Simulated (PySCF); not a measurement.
Assigning NMR signals

Geometry (Å), atoms numbered from 1 in this order:
```xyz
21

C    -3.927   -0.544   -0.113
C    -3.331    0.855   -0.048
O    -1.990    0.866   -0.535
C    -1.038    0.471    0.304
O    -1.222    0.150    1.454
C     0.311    0.462   -0.323
Cl    0.395    1.012   -1.951
C     1.396    0.038    0.318
Si    3.108   -0.022   -0.478
C     4.297   -0.778    0.791
H    -3.399   -1.203    0.571
H    -3.843   -0.941   -1.122
H    -4.975   -0.510    0.170
H    -3.870    1.547   -0.698
H    -3.339    1.224    0.983
H     1.235   -0.287    1.337
H     3.512    1.343   -0.828
H     3.027   -0.863   -1.677
H     4.384   -0.158    1.679
H     3.969   -1.764    1.107
H     5.291   -0.884    0.369
```

All values are calculated (PySCF 2.14.0 with density-fitted response routines): geometry: GFN2-xTB, shieldings: GIAO PBE0/pcSseg-1. One averaged value for each set of equivalent atoms, non-relativistic Hamiltonian, isolated molecule, a single conformation.

Shifts are taken against calculated references (same method and geometry level): TMS for $^{13}$C, $^{1}$H.

Task: Assign these signals to the numbered atoms. $^{13}$C{$^{1}$H} NMR (computed): δ 167.3 (C), 150.5 (C), 147.2 (CH), 64.2 (CH2), 16.1 (CH3), -7.4 (CH3).

Result: 
167.3 → C4, ester carbonyl carbon: lone-pair donation from the attached heteroatom keeps it upfield of a ketone carbonyl
150.5 → C6, α carbon of a C=C–C=O unit: an sp2 carbon of a C=C bond
147.2 → C8, β carbon of a C=C–C=O unit: conjugation with the carbonyl draws π density from the β position
64.2 → C2, sp3 CH2 bonded to O: pulled downfield by the heteroatom
16.1 → C1, methyl carbon: a saturated carbon with 1 carbon neighbour and no heteroatom attached
-7.4 → C10, methyl carbon bonded to Si: an electropositive neighbour leaves it electron-rich and shielded

Task: Assign these signals to the numbered atoms. $^{1}$H NMR (400 MHz, computed): δ 7.66 (t, 1H), 4.58 (m, 2H), 4.53 (q, 2H), 1.34 (t, 3H), 0.30 (t, 3H).

Result: 
7.66 → H16, hydrogen on a β carbon of a C=C–C=O unit: attached to an sp2 carbon and in the plane of the double bond
4.58 → H17/H18, hydrogen on a silicon bonded to 2 C
4.53 → H14/H15, hydrogen on an sp3 CH2 bonded to O: its carbon carries O, which withdraws density
1.34 → H11/H12/H13, hydrogen on a methyl carbon
0.30 → H19/H20/H21, hydrogen on a methyl carbon bonded to Si: an electropositive neighbour shields it, as in TMS itself

H17/H18 and H14/H15 lie closer than the usual error of such a calculation, so a measured spectrum could show them in the other order.

Carbons that carry Cl, above all several Cl atoms, come out too deshielded, partly because spin–orbit coupling is missing. Shifts are as computed. Against solution values, carbons near 30 ppm lie about +3 ppm off and those near 130 ppm about +5 ppm; carbons on Cl a further +6 ppm. Of 1211 compounds with measured shifts, 218 miss one by over three times the rms of a fit or turn the order of signals round; such compounds aren't used in these exercises. No couplings were computed; multiplicities are counted from neighbouring protons, with m where these are inequivalent, close in shift, in a saturated or five-membered ring or joined by F or P, and br s for small geminal =CH2 splittings.
